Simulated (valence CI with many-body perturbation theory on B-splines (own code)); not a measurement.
## Energy levels of Rh XV

Computed by valence CI with perturbative core correlation (CI+MBPT): three valence electrons over a frozen Dirac-Fock core [Ar] 3d10, a basis of 11 s, 11 p, 10 d, 8 f, 5 g, 2 h functions for each j, with the one-electron correlation potential Σ1, the two-electron term Σ2, the three-electron term Σ3, Breit, model QED; selected CI, second order for the rest, scaled by the run's own slope (own B-spline code, finite nucleus).

No measured spectrum was set against this ion. As an estimate, levels hold to about 250 cm⁻¹ or 0.2 % of their energy and the worst to 1 %, as in measured heavy ions of charge 2 to 7; those with d or f electrons hold less well.

Levels 181 to 189 of 189, with energies above the lowest level, 4s²4p ²P°_1/2. "Leading %" is the weight of the configuration and term that name the level; weights of strongly mixed levels are sums over their largest components and can fall short, so below about 35 % the name and the second component can differ from the true leading terms, or belong to a minority configuration. In the jj column 3d3/2^4 stands for four electrons in 3d with j = 3/2.

```json
{"No.": "181", "Configuration": "4p4d²", "Term": "²F°", "J": "7/2", "E (eV)": "199.47", "Leading %": "15", "Second component": "15 % 4p²4f ⁴D°", "Leading jj": "4p3/2 4d3/2 4d5/2 (27 %)"}
{"No.": "182", "Configuration": "4s²5f", "Term": "²F°", "J": "5/2", "E (eV)": "200.06", "Leading %": "57", "Second component": "11 % 4p²4f ⁴F°", "Leading jj": "4s^2 5f5/2 (57 %)"}
{"No.": "183", "Configuration": "4s²5f", "Term": "²F°", "J": "7/2", "E (eV)": "200.12", "Leading %": "92", "Second component": "", "Leading jj": "4s^2 5f7/2 (92 %)"}
{"No.": "184", "Configuration": "4s²5f", "Term": "²F°", "J": "5/2", "E (eV)": "200.20", "Leading %": "36", "Second component": "17 % 4p4d² ²F°", "Leading jj": "4s^2 5f5/2 (36 %)"}
{"No.": "185", "Configuration": "4p4d²", "Term": "²P°", "J": "1/2", "E (eV)": "200.22", "Leading %": "51", "Second component": "18 % 4p²4f ²P°", "Leading jj": "4p3/2 4d5/2^2 (40 %)"}
{"No.": "186", "Configuration": "4p²4f", "Term": "⁴F°", "J": "7/2", "E (eV)": "200.48", "Leading %": "36", "Second component": "24 % 4p4d² ⁴D°", "Leading jj": "4p3/2^2 4f5/2 (38 %)"}
{"No.": "187", "Configuration": "4p4d²", "Term": "²G°", "J": "9/2", "E (eV)": "200.54", "Leading %": "27", "Second component": "25 % 4p²4f ⁴F°", "Leading jj": "4p3/2^2 4f7/2 (32 %)"}
{"No.": "188", "Configuration": "4p²4f", "Term": "²D°", "J": "3/2", "E (eV)": "200.65", "Leading %": "56", "Second component": "18 % 4p²4f ⁴F°", "Leading jj": "4p3/2^2 4f7/2 (33 %)"}
{"No.": "189", "Configuration": "4p4d²", "Term": "²G°", "J": "7/2", "E (eV)": "201.03", "Leading %": "37", "Second component": "15 % 4p²4f ²G°", "Leading jj": "4p3/2 4d3/2^2 (29 %)"}
```

Names give the largest LS component (configuration and term), which can be under half, so a name can repeat, a term be missing and a line seem to break the LS rules; names also repeat where a configuration has a term twice.

Where two levels of one J and parity lie close, their mixing, g and order are uncertain.
